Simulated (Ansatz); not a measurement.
Basis sets compared for `CCCCCCCCCCCCO`. The state is a singlet with charge 0. Geometry PBE-D4/def2-SVP. Ansatz on 6 threads of Intel Xeon 6975P-C on a shared host; times are rough, and most runs start from earlier orbitals.

Cartesian coordinates in Å:
```
C -1.8883 5.0753 2.1086
C -0.9584 4.2600 1.2093
C -1.7005 3.2438 0.3340
C -0.8114 2.4679 -0.6489
C 0.3078 1.6279 -0.0113
C -0.1572 0.5861 1.0184
C -1.1802 -0.4387 0.5009
C -0.7382 -1.2535 -0.7235
C 0.5292 -2.0881 -0.5143
C 0.8851 -2.9611 -1.7236
C 2.1976 -3.7416 -1.5960
C 2.2031 -4.7940 -0.4939
O 3.4317 -5.4984 -0.5625
H -2.4635 4.4182 2.7947
H -2.6268 5.6503 1.5109
H -1.3280 5.8001 2.7335
H -0.2060 3.7359 1.8386
H -0.3737 4.9452 0.5546
H -2.4877 3.7771 -0.2443
H -2.2521 2.5334 0.9905
H -0.3492 3.1880 -1.3603
H -1.4575 1.8121 -1.2725
H 1.0458 2.3010 0.4764
H 0.8735 1.1210 -0.8235
H 0.7364 0.0534 1.4101
H -0.5934 1.1042 1.9004
H -2.1342 0.0789 0.2598
H -1.4263 -1.1399 1.3292
H -0.5893 -0.5787 -1.5963
H -1.5696 -1.9318 -1.0181
H 0.3965 -2.7225 0.3909
H 1.3917 -1.4219 -0.2882
H 0.9434 -2.3128 -2.6253
H 0.0491 -3.6704 -1.9225
H 3.0451 -3.0435 -1.4176
H 2.4237 -4.2618 -2.5513
H 2.0665 -4.3041 0.5024
H 1.3223 -5.4732 -0.6357
H 3.4428 -6.1438 0.1662
```

Binding counts from free atoms (C triplet, O triplet, H doublet) in the same basis, without a counterpoise term.

```tsv
level	functions	energy (Eh)	HOMO (eV)	LUMO (eV)	binding per atom (eV)	wall time
PBE-D4/def2-SVP	312	-547.0361	-5.74	0.63	4.29	2.2 s
PBE0-D4/def2-SVP	312	-547.1385	-7.51	1.48	4.24	4.6 s
```

(1) Estimate the rows for PBE-D4/def2-TZVP (with forces), PBE0-D4/def2-TZVP (with forces).

Results:

(1) 
| level | functions | energy (Eh) | HOMO (eV) | LUMO (eV) | binding per atom (eV) | wall time |
| --- | --- | --- | --- | --- | --- | --- |
| PBE-D4/def2-TZVP (with forces) | 559 | -547.6305 | -6.08 | 0.14 | 4.24 | 6.5 s |
| PBE0-D4/def2-TZVP (with forces) | 559 | -547.7189 | -7.74 | 0.95 | 4.19 | 19 s |
